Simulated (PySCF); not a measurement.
# Assignment exercise: C8H16O

Atoms are numbered as in `[CH3:1][O:2][C@@H:3]1[CH2:4][CH2:5][CH2:6][C@H:7]([CH3:8])[CH2:9]1`. Each H is labelled by its parent atom. Ha(C4), Ha(C5), Ha(C6), Ha(C9) are cis to O2 on the ring; Hb(C4), Hb(C5), Hb(C6), Hb(C9) are trans to O2 on the ring.

- geometry: GFN2-xTB
- shieldings: GIAO PBE0/pcSseg-1
- code: PySCF 2.14
- non-relativistic Hamiltonian, no solvent, equivalent nuclei averaged, one computed conformer

Shifts are taken against calculated references (same method and geometry level): TMS for ¹³C and ¹H.

**Question.** Assign these signals to the numbered atoms. ¹³C{¹H} NMR (computed): δ 84.3, 58.0, 46.1, 38.0, 35.6, 32.6, 27.8, 25.0.

**Answer.** 
| δ (ppm) | atoms | environment | reason |
| --- | --- | --- | --- |
| 84.3 | C3 | sp3 CH bonded to O | deshielded by the electronegative neighbour |
| 58.0 | C1 | methyl carbon bonded to O | pulled downfield by the heteroatom |
| 46.1 | C9 | sp3 CH2 in a ring | a saturated carbon with 2 carbon neighbours and no heteroatom attached |
| 38.0 | C6 | sp3 CH2 in a ring | – |
| 35.6 | C7 | sp3 CH in a ring | saturated and bonded to C and H only |
| 32.6 | C4 | sp3 CH2 in a ring | saturated and bonded to C and H only |
| 27.8 | C5 | sp3 CH2 in a ring | – |
| 25.0 | C8 | methyl carbon | aliphatic region, no heteroatom directly attached |

**Question.** Assign these signals to the numbered atoms. ¹H NMR (400 MHz, computed): δ 3.55 (s, 3H), 2.95 (m, 1H), 2.28 (m, 1H), 1.90 (m, 1H), 1.83 (m, 1H), 1.57 (m, 1H), 1.20 (m, 1H), 1.14 (m, 1H), 0.98 (d, 3H), 0.91 (m, 1H), 0.79 (m, 1H), 0.70 (m, 1H).

**Answer.** 
3.55 → H(C1), hydrogen on a methyl carbon bonded to O: its carbon carries O, an electronegative neighbour
2.95 → H(C3), hydrogen on an sp3 CH bonded to O: its carbon carries O, hence the downfield position
2.28 → Hb(C4), hydrogen on an sp3 CH2 in a ring
1.90 → Hb(C9), hydrogen on an sp3 CH2 in a ring
1.83 → Ha(C5), hydrogen on an sp3 CH2 in a ring: far from electronegative atoms and π systems
1.57 → Hb(C6), hydrogen on an sp3 CH2 in a ring
1.20 → H(C7), hydrogen on an sp3 CH in a ring: far from electronegative atoms and π systems
1.14 → Hb(C5), hydrogen on an sp3 CH2 in a ring: far from electronegative atoms and π systems
0.98 → H(C8), hydrogen on a methyl carbon: far from electronegative atoms and π systems
0.91 → Ha(C9), hydrogen on an sp3 CH2 in a ring
0.79 → Ha(C4), hydrogen on an sp3 CH2 in a ring
0.70 → Ha(C6), hydrogen on an sp3 CH2 in a ring: far from electronegative atoms and π systems

Hb(C9) and Ha(C5); H(C7) and Hb(C5); H(C8) and Ha(C9); Ha(C9) and Ha(C4); Ha(C4) and Ha(C6) lie closer than the usual error of such a calculation, so a measured spectrum could show them in the other order.

Shifts are as computed. Against solution values, carbons near 30 ppm lie about +3 ppm off and those near 130 ppm about +5 ppm. Of 1211 compounds with measured shifts, 218 miss one by over three times the rms of a fit or turn the order of signals round; such compounds aren't used in these exercises. Multiplicities follow the n + 1 count of equivalent neighbours, as no J values were calculated; m marks all less simple cases, F and P coupling included.
